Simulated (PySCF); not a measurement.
All numbers come from UB3LYP/[Pt def2-SVPD with ECP60, S def2-SVPD], scalar-relativistic core potentials, density fitting, no spin–orbit coupling, PySCF.

```xyz
3
charge -1 multiplicity 2, angstrom
Pt    0.0839   -0.0995    0.0000
S    -0.2244    0.2660    2.1016
S    -0.2244    0.2660   -2.1016
```

PtS₂⁻ (doublet), along the line from Pt1 (at 0) through S2 (at 2.155 Å). Core electrons replaced by a potential are absent, the electrostatic potential uses the reduced nuclear charge, and values within about 0.7 Å of such atoms have no physical meaning.

Question: Tabulate the fields along this line at -0.75, 0.86, 1.08, 1.29, 1.51, 1.72, 1.94, 2.26, 2.48, 2.69, 2.91, 3.13, 3.34 Å.

Answer: 
```json
{"distance (Å)": "-0.75", "electron density (e/Å³)": "2.54", "spin density (e/Å³)": "0.00696", "electron localisation function": "0.544", "electrostatic potential (V)": "40"}
{"distance (Å)": "0.86", "electron density (e/Å³)": "1.59", "spin density (e/Å³)": "0.00414", "electron localisation function": "0.374", "electrostatic potential (V)": "24.9"}
{"distance (Å)": "1.08", "electron density (e/Å³)": "0.963", "spin density (e/Å³)": "-0.000678", "electron localisation function": "0.409", "electrostatic potential (V)": "12.3"}
{"distance (Å)": "1.29", "electron density (e/Å³)": "1.09", "spin density (e/Å³)": "-0.00431", "electron localisation function": "0.754", "electrostatic potential (V)": "15"}
{"distance (Å)": "1.51", "electron density (e/Å³)": "1.38", "spin density (e/Å³)": "-0.00602", "electron localisation function": "0.475", "electrostatic potential (V)": "36.5"}
{"distance (Å)": "1.72", "electron density (e/Å³)": "3.09", "spin density (e/Å³)": "-0.00305", "electron localisation function": "0.119", "electrostatic potential (V)": "99.3"}
{"distance (Å)": "1.94", "electron density (e/Å³)": "53.6", "spin density (e/Å³)": "0.00157", "electron localisation function": "0.862", "electrostatic potential (V)": "370"}
{"distance (Å)": "2.26", "electron density (e/Å³)": "169", "spin density (e/Å³)": "-0.00468", "electron localisation function": "0.324", "electrostatic potential (V)": "1180"}
{"distance (Å)": "2.48", "electron density (e/Å³)": "12.3", "spin density (e/Å³)": "-0.000444", "electron localisation function": "0.666", "electrostatic potential (V)": "174"}
{"distance (Å)": "2.69", "electron density (e/Å³)": "1.55", "spin density (e/Å³)": "-0.00727", "electron localisation function": "0.133", "electrostatic potential (V)": "58.7"}
{"distance (Å)": "2.91", "electron density (e/Å³)": "0.983", "spin density (e/Å³)": "-0.00845", "electron localisation function": "0.824", "electrostatic potential (V)": "20.2"}
{"distance (Å)": "3.13", "electron density (e/Å³)": "0.527", "spin density (e/Å³)": "-0.00564", "electron localisation function": "0.9", "electrostatic potential (V)": "5.11"}
{"distance (Å)": "3.34", "electron density (e/Å³)": "0.247", "spin density (e/Å³)": "-0.00298", "electron localisation function": "0.849", "electrostatic potential (V)": "-0.859"}
```

On a grid of 0.11 Å the density has a local minimum along the bond near 1.08 Å from Pt, at 0.96 e/Å³, where the ELF is 0.41.

With open d or f shells other occupations or spin states may lie lower. The lowest empty level of this anion is unbound, so it and the gap depend on the basis. Spin–orbit coupling, left out here, can matter for elements this heavy.
